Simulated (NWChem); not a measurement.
Molecule: CH4BeSSe; SMILES C[S][Be][SeH]

```xyz
8

Be     0.3008     0.2605     0.0002
S      0.6345     2.1292     0.0141
C     -1.0581     2.8346     0.0126
H     -1.5863     2.6057    -0.9221
H     -0.9433     3.9237     0.0924
H     -1.6457     2.4816     0.8700
Se    -0.0236    -1.7452     0.0323
H     -0.0301    -1.7911    -1.4410
```
Atoms are numbered in this order, from 1.

Results from NWChem. Structure relaxed at the PBE0/def2-SVP level. B3LYP is NWChem's, with the RPA form of VWN correlation. Total energies compare along this basis series because the functional is fixed.

| level | basis functions | energy (Ha) | highest occupied level (eV) | orbital gap (eV) | dipole (D) |
|---|---|---|---|---|---|
| B3LYP/pcseg-1 | 88 | -2854.8426 | -6.99 | 6.01 | 1.71 |
| B3LYP/aug-pcseg-1 | 135 | -2854.8485 | -6.99 | 5.84 | 1.62 |
| B3LYP/pcseg-2 | 178 | -2855.2325 | -6.98 | ? | 1.66 |
| B3LYP/STO-3G | 41 | -2823.3609 | -4.32 | 6.51 | 1.72 |
| B3LYP/def2-SVP | 93 | -2854.6759 | -6.86 | 5.98 | 1.67 |

Problem. Fill in the missing entries.

Solution. 
- B3LYP/pcseg-2, orbital gap (eV): 5.90
